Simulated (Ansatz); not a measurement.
Geometry optimisation, RKS BLYP/def2-SVP (Ansatz).

input.yaml

```yaml
crystal:
  periodic: [false, false, false]
  atoms:
    - { symbol: Si, position_ang: [-0.2677, -1.0194, 0.0145] }
    - { symbol: O, position_ang: [-0.7175, 0.5162, 1.3191] }
    - { symbol: H, position_ang: [-1.6835, -1.4409, 0.0773] }
    - { symbol: H, position_ang: [0.4789, -2.0302, 0.7347] }
    - { symbol: "N", position_ang: [-0.2576, -0.3975, -1.5834] }
    - { symbol: H, position_ang: [1.559, 1.0287, 0.4418] }
    - { symbol: F, position_ang: [1.5207, -0.1248, 0.1272] }
    - { symbol: H, position_ang: [0.1295, 1.4526, 1.1839] }
    - { symbol: F, position_ang: [1.1207, 2.0581, 0.8691] }
    - { symbol: H, position_ang: [-1.578, 0.8603, 1.0964] }
    - { symbol: H, position_ang: [0.604, -0.131, -2.03] }
    - { symbol: H, position_ang: [-0.9083, -0.772, -2.2506] }
basis:
  gaussian: { orbitals: def2-SVP }
hamiltonian:
  xc: blyp
relax:
  f_tol: 0.15
  max_steps: 25
  restrain:
    - { distance: [0, 6], at: 2.98, k: 30.0 }
    - { distance: [5, 8], at: 2.18, k: 30.0 }
    - { distance: [7, 1], at: 2.27, k: 30.0 }
    - { distance: [0, 1], at: 1.77, k: 30.0 }
    - { distance: [5, 6], at: 0.88, k: 30.0 }
    - { distance: [7, 8], at: 0.88, k: 30.0 }
```

Launched with:

```bash
$ ansatz run input.yaml --threads 2 --pin off --max-ram 3072MiB --backend cpu --events-out ev --progress --plain --runs-dir out
```

Problem. Where does it end, and by what steps?

Solution. The forces met the threshold. The restraints hold the end off the free minimum. After 18 steps the energy has fallen by 0.312 eV (the restraints' own energy left out); F9 moved furthest, 0.92 Å. Joined: H6–F7 (1.20 → 0.92 Å), H8–F9 (1.20 → 0.92 Å).

```json
{"step": "0", "energy less start (eV)": "0.0000", "largest force component (eV/Å)": "2.501", "accepted": "yes"}
{"step": "1", "energy less start (eV)": "-0.0578", "largest force component (eV/Å)": "2.659", "accepted": "yes"}
{"step": "2", "energy less start (eV)": "0.8798", "largest force component (eV/Å)": "8.651", "accepted": "yes"}
{"step": "3", "energy less start (eV)": "0.2921", "largest force component (eV/Å)": "2.867", "accepted": "yes"}
{"step": "4", "energy less start (eV)": "-0.1251", "largest force component (eV/Å)": "0.746", "accepted": "yes"}
{"step": "5", "energy less start (eV)": "-0.2288", "largest force component (eV/Å)": "0.975", "accepted": "yes"}
{"step": "6", "energy less start (eV)": "-0.2553", "largest force component (eV/Å)": "1.476", "accepted": "yes"}
{"step": "7", "energy less start (eV)": "-0.3028", "largest force component (eV/Å)": "0.857", "accepted": "no"}
{"step": "8", "energy less start (eV)": "-0.2755", "largest force component (eV/Å)": "1.389", "accepted": "yes"}
{"step": "9", "energy less start (eV)": "-0.2903", "largest force component (eV/Å)": "1.321", "accepted": "yes"}
{"step": "10", "energy less start (eV)": "-0.3007", "largest force component (eV/Å)": "1.327", "accepted": "yes"}
{"step": "11", "energy less start (eV)": "-0.3228", "largest force component (eV/Å)": "0.447", "accepted": "no"}
{"step": "12", "energy less start (eV)": "-0.3213", "largest force component (eV/Å)": "0.934", "accepted": "no"}
{"step": "13", "energy less start (eV)": "-0.3099", "largest force component (eV/Å)": "1.173", "accepted": "yes"}
{"step": "14", "energy less start (eV)": "-0.3096", "largest force component (eV/Å)": "1.293", "accepted": "yes"}
{"step": "15", "energy less start (eV)": "-0.3184", "largest force component (eV/Å)": "1.115", "accepted": "no"}
{"step": "16", "energy less start (eV)": "-0.3177", "largest force component (eV/Å)": "1.126", "accepted": "yes"}
{"step": "17", "energy less start (eV)": "-0.3162", "largest force component (eV/Å)": "1.179", "accepted": "yes"}
{"step": "18", "energy less start (eV)": "-0.3116", "largest force component (eV/Å)": "1.273", "accepted": "yes"}
```

```xyz
12
Properties=species:S:1:pos:R:3
Si -0.668 -1.071 0.055
O -0.927 0.411 0.946
H -1.957 -1.840 0.099
H 0.414 -1.720 0.835
N -0.295 -0.921 -1.624
H 1.837 1.019 0.138
F 1.955 0.283 -0.401
H 0.532 1.884 1.834
F 1.280 2.408 1.707
H -1.721 0.897 0.652
H 0.563 -0.433 -1.892
H -1.013 -0.917 -2.350
```

The run took 37 s on 2 threads of Intel(R) Xeon(R) Platinum 8488C (Sapphire Rapids), with other jobs on the host, peak memory 0.17 GiB.
